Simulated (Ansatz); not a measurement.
# Cost against result

The pair of F⁻ (SMILES [F-], atom 1) and CH$_{6}$Si (SMILES C[SiH3], atoms 2–9), both closed shells, in one local arrangement (a lower one may exist), relaxed at PBE0-D4/def2-TZVPD:

F1  (0.157, 0.557, -2.496)
C2  (-0.072, -0.256, 1.147)
Si3  (0.050, 0.176, -0.791)
H4  (-1.114, -0.430, 1.454)
H5  (0.323, 0.564, 1.765)
H6  (0.501, -1.162, 1.392)
H7  (-0.571, -1.161, -1.163)
H8  (1.562, 0.313, -0.700)
H9  (-0.835, 1.399, -0.608)
(Å)

Interaction energies are counterpoise-corrected; the time is that of the whole pair.

Computed with Ansatz 0.2.0 (basis: as named in each row); correlated methods freeze the cores. B3LYP uses VWN-RPA correlation. Extrapolation: Hartree–Fock as exp(−7.88 √X), correlation as X^−2.97.

Times are rough, for one single point on 4 threads of a shared host (Arm Neoverse V2).

The estimate by CCSD(T) at an estimated basis limit (MP2 extrapolated from triple and quadruple zeta, plus CCSD(T) − MP2 in triple zeta) is -63.43 kcal/mol.

```csv
method,basis,time (s),interaction energy (kcal/mol),method less estimate
HF,STO-3G,under 1,-37.41,26.03
PBE-D4,STO-3G,under 1,-31.56,31.87
SPW92,def2-SVP,under 1,-71.25,-7.82
B3LYP-D4,6-31G,under 1,-43.72,19.71
PBE-D4,def2-SVP,under 1,-64.44,-1.01
PBE0-D4,def2-SVP,under 1,-69.06,-5.62
CCSD(T),def2-SVP,under 1,-63.56,-0.13
PBE-D4,def2-TZVPPD,1,-57.77,5.67
revPBE-D4,def2-TZVPPD,1,-56.64,6.80
BLYP-D4,def2-TZVPPD,1,-54.94,8.49
PBE0-D4,def2-TZVPPD,1,-62.55,0.89
HSE06-D4,def2-TZVPPD,2,-62.53,0.90
wB97M-V,def2-SVP,2,-70.07,-6.64
B3LYP-D4,def2-TZVPPD,2,-59.63,3.81
r2SCAN-D4,def2-TZVPPD,2,-63.04,0.39
B2PLYP,def2-TZVPPD,3,-59.16,4.27
wB97X-V,def2-TZVPPD,4,-61.82,1.62
B97M-V,def2-TZVPPD,5,-65.10,-1.66
wB97M-V,def2-TZVPPD,5,-63.03,0.40
MP2,def2-QZVPPD,18,-62.51,0.92
CCSD(T),def2-TZVPPD,47,-60.59,2.84
```

T1 diagnostic: at most 0.023.
